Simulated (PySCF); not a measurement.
Br(2+): ionisation energy

Br(2+) [Ar] 3d10 4s2 4p3 (4S) → Br(3+) [Ar] 3d10 4s2 4p2 (3P), as a difference of total energies. All numbers are calculated (PySCF 2.14, a scalar-relativistic core potential, in aug-cc-pwCVDZ-PP with ECP10MDF). Correlated levels: valence: 3s2 3p6 3d10 frozen; valence and next inner shell: nothing frozen outside the core potential. The calculations carry no spin-orbit coupling.

```csv
method,ionisation energy (eV),difference from reference (eV)
UHF,34.621,-0.250
LDA,35.166,+0.295
PBE,34.999,+0.128
PBE0,35.132,+0.261
r2SCAN,35.368,+0.497
M06-L,34.815,-0.056
B3LYP,35.033,+0.162
M06,34.866,-0.005
BLYP,34.750,-0.121
MP2 (valence),35.024,+0.153
SCS-MP2 (valence),34.885,+0.014
MP2 (valence and next inner shell),35.164,+0.293
SCS-MP2 (valence and next inner shell),34.984,+0.113
```

Reference: 34.871 ± 0.019 eV (measured; NIST Atomic Spectra Database, ionization energies).

The reference lies between the lowest fine-structure levels, while these numbers refer to the centres of the terms.

Errors of the correlated levels include the incompleteness of this basis and the frozen core.
